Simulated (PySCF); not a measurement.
Electronic absorption of 1,1-dichloro-2,2,2-trifluoroethane

Compound: 1,1-dichloro-2,2,2-trifluoroethane, C₂HCl₂F₃.
InChI=1S/C2HCl2F3/c3-1(4)2(5,6)7/h1H

Computed, not measured: PySCF, TDDFT wB97X-D/def2-SVPD, vertical, gas phase, core orbitals frozen in the response. Geometry: GFN2-xTB; no solvent, vibrations or thermal averaging. Torsions of this conformer, `[F:1][C:2]([F:3])([F:4])[CH:5]([Cl:6])[Cl:7]`: F1–C2–C5–Cl6 -61°.

Q: Predict the UV-vis stick spectrum at this level.

A: 

```json
{"state": "S1", "E (eV)": "7.16", "λ (nm)": "173.2", "f": "0.0009", "symmetry": "–", "main configurations (H = HOMO, L = LUMO)": "H-1→L (85%), H-2→L+1 (9%)"}
{"state": "S2", "E (eV)": "7.16", "λ (nm)": "173.2", "f": "0.019", "symmetry": "A″", "main configurations (H = HOMO, L = LUMO)": "H→L (83%), H-3→L+1 (11%)"}
{"state": "S3", "E (eV)": "7.40", "λ (nm)": "167.5", "f": "0.0001", "symmetry": "–", "main configurations (H = HOMO, L = LUMO)": "H-2→L (60%), H-1→L+1 (35%)"}
{"state": "S4", "E (eV)": "7.54", "λ (nm)": "164.4", "f": "0.0039", "symmetry": "A′", "main configurations (H = HOMO, L = LUMO)": "H→L+1 (61%), H-3→L (33%)"}
{"state": "S5", "E (eV)": "8.20", "λ (nm)": "151.1", "f": "0.0000", "symmetry": "–", "main configurations (H = HOMO, L = LUMO)": "H-1→L+1 (58%), H-2→L (35%)"}
{"state": "S6", "E (eV)": "8.28", "λ (nm)": "149.7", "f": "0.0004", "symmetry": "–", "main configurations (H = HOMO, L = LUMO)": "H-3→L (63%), H→L+1 (32%)"}
{"state": "S7", "E (eV)": "8.52", "λ (nm)": "145.6", "f": "0.0068", "symmetry": "A′", "main configurations (H = HOMO, L = LUMO)": "H-2→L+1 (83%), H-1→L (9%)"}
{"state": "S8", "E (eV)": "8.92", "λ (nm)": "139.0", "f": "0.069", "symmetry": "A″", "main configurations (H = HOMO, L = LUMO)": "H-3→L+1 (70%), H→L+2 (14%)"}
```

Triplets, Tamm–Dancoff:

```csv
state,E (eV),λ (nm),"main configurations (H = HOMO, L = LUMO)"
T1,6.37,194.6,"H→L (84%), H-3→L+1 (10%)"
T2,6.50,190.8,"H-1→L (75%), H-2→L+1 (18%)"
T3,6.64,186.7,"H-2→L (55%), H-1→L+1 (38%)"
```

The lowest singlet lies at 7.16 eV (173 nm, vacuum ultraviolet) and is very weak; its leading configuration is HOMO-1→LUMO (85%). The most intense listed level is S8 at 8.92 eV (139 nm, f = 0.069), 1.76 eV above S1. It is the last of those listed, so stronger ones may follow. S1/S2 lie within about 0.01 eV of each other. Löwdin shares by element: HOMO chlorine 95%; LUMO chlorine 67%, carbon 26% or more. The listed states span 1.76 eV, and the widest gap between neighbours is 0.66 eV (S4 to S5). Weighted by f, the mean energy of these states is 8.48 eV. The oscillator strengths of these states sum to 0.101; summed over the whole spectrum of an exact calculation they would give the number of electrons, 74 (Thomas–Reiche–Kuhn). Symmetry labels in Cs follow from the direction of the transition dipole and are given only for states with f of 0.002 or more. Only the lowest 8 singlets were computed, as vertical energies without vibronic structure.
